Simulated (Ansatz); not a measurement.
```yaml
crystal:
  periodic: [false, false, false]
  atoms:
    - {symbol: Cd, position_ang: [0.500293, -0.436424, 0.169578]}
    - {symbol: F, position_ang: [0.036091, -0.006699, -1.888575]}
    - {symbol: F, position_ang: [-0.539785, 0.408912, 1.722347]}
basis:
  gaussian: {orbitals: def2-TZVPD}
total_charge: -1
magnetization: {spin_polarized: true, initial_magnetization: 1}
hamiltonian: {xc: {name: revPBE}, dispersion: d4}
output: {forces: true}
```

```sh
$ ansatz run in.yaml --threads 4 --pin off --events-out ev --progress --plain --max-ram 3916MiB
```

Shortened log:

```
Functional definition: revPBE
763 factors; their error is unknown
mean field evaluation 1: about -9999.1445 eV, gradient 3.6e1 eV
mean field evaluation 2: about -9987.4801 eV, gradient 7.5e1 eV
mean field evaluation 4: about -10003.1610 eV, gradient 4.4e0 eV
mean field evaluation 8: about -10003.2147 eV, gradient 9.8e-2 eV
mean field evaluation 16: about -10003.2147 eV, gradient 2.6e-5 eV
mean field -10003.21471243 eV, -367.6113602593 hartree, gradient 2.6e-5 eV, S^2 0.751678; 0 other end points of the search recorded, 0 dependent functions left out
reference -10003.21475650 eV, -367.6113618788 hartree; 20, 19 occupied and 100, 101 virtual orbitals, 763 factors
Total energy: -10003.32926571 eV, -367.6155700147 hartree
Atom 0 at     0.500293    -0.436424     0.169578 Å, force     0.552918    -0.451690    -0.704869 eV/Å
Atom 1 at     0.036091    -0.006699    -1.888575 Å, force    -0.022147     0.020135    -0.078949 eV/Å
Atom 2 at    -0.539785     0.408912     1.722347 Å, force    -0.530771     0.431554     0.783818 eV/Å
Dipole moment:     0.360038    -0.306802     0.206246 e Å
```

It took 1.1 s on 4 threads of Arm Neoverse V1 on a shared host.

In the def2 sets Cd takes a core potential; there is no spin–orbit coupling.

The dipole of an ion depends on the origin.
